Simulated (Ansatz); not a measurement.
One geometry of trans-PdH(PF3)2Br (P2PdHBrF6), several levels of theory.

```yaml
crystal:
  periodic: [false, false, false]
  atoms:
    - {symbol: Pd, position_ang: [0.053392, -0.000170, -0.003324]}
    - {symbol: H, position_ang: [1.611313, -0.005127, -0.058738]}
    - {symbol: P, position_ang: [0.102734, 2.225512, -0.044906]}
    - {symbol: F, position_ang: [-0.534694, 2.979315, 1.174987]}
    - {symbol: F, position_ang: [-0.633496, 2.937679, -1.233712]}
    - {symbol: F, position_ang: [1.475314, 2.995359, -0.114820]}
    - {symbol: Br, position_ang: [-2.430561, 0.007428, 0.085270]}
    - {symbol: P, position_ang: [0.092124, -2.226076, 0.038029]}
    - {symbol: F, position_ang: [-0.557039, -2.931586, 1.280354]}
    - {symbol: F, position_ang: [1.461123, -3.004765, 0.005690]}
    - {symbol: F, position_ang: [-0.640200, -2.977569, -1.128830]}
basis:
  gaussian: {orbitals: def2-SVP, initial_orbitals: start.molden}
hamiltonian: {xc: pbe, dispersion: d4}
scf: {omitted_lower_state_checks: [starts]}
output: {orbitals: {seedname: orbitals}}
```

The file start.molden holds the orbitals of an earlier run on this structure, at another level or in another basis.

```sh
$ ansatz run in.yaml --threads 4 --pin off --events-out ev --progress --plain --max-ram 8704MiB
```

Output, abridged:

```
Functional definition: PBE
1989 factors; their error is unknown
mean field evaluation 1: about -108367.0332 eV, gradient 2.1e1 eV
mean field evaluation 2: about -108367.7664 eV, gradient 6.0e-1 eV
mean field evaluation 4: about -108367.6455 eV, gradient 1.6e-1 eV
mean field -108367.64550800 eV, -3982.4375181906 hartree, gradient 4.7e-5 eV, S^2 0.000000; 0 other end points of the search recorded, 0 dependent functions left out
reference -108367.64557658 eV, -3982.4375207109 hartree; 69, 69 occupied and 119, 119 virtual orbitals, 1989 factors
Total energy: -108368.09035548 eV, -3982.4538660339 hartree
Checks for a lower state left out: starts
```

It took 4.8 s on 4 threads of Arm Neoverse N1 on a shared host.

The first input with `gaussian: {orbitals: def2-TZVP, initial_orbitals: start.molden}`, `hamiltonian: {xc: r2scan, dispersion: d4}`, `output: {forces: true, orbitals: {seedname: orbitals}}` (abridged; 25 s):

```
Functional definition: r2SCAN
mean field -108432.27031047 eV, -3984.8124358772 hartree, gradient 1.6e-5 eV, S^2 0.000000
Total energy: -108432.37908087 eV, -3984.8164331157 hartree
Atom 0 force     0.054039    -0.000824     0.000027 eV/Å
Atom 1 force    -0.057669     0.000641     0.001976 eV/Å
Atom 2 force     0.000573     1.117824    -0.021101 eV/Å
Atom 3 force     0.337341    -0.438650    -0.680333 eV/Å
Atom 4 force     0.392221    -0.414769     0.664905 eV/Å
Atom 5 force    -0.727170    -0.443480     0.038575 eV/Å
Atom 6 force    -0.002176     0.000083     0.000301 eV/Å
Atom 7 force    -0.006455    -1.117840     0.020686 eV/Å
Atom 8 force     0.344344     0.411500    -0.693257 eV/Å
Atom 9 force    -0.725558     0.448949     0.016480 eV/Å
Atom 10 force     0.390510     0.436566     0.651741 eV/Å
Dipole moment:     0.646156    -0.002045    -0.022919 e Å
Checks for a lower state left out: starts
```

Geometry: PBE0-D4/def2-SVP.

In the def2 sets Pd takes a core potential; there is no spin–orbit coupling.
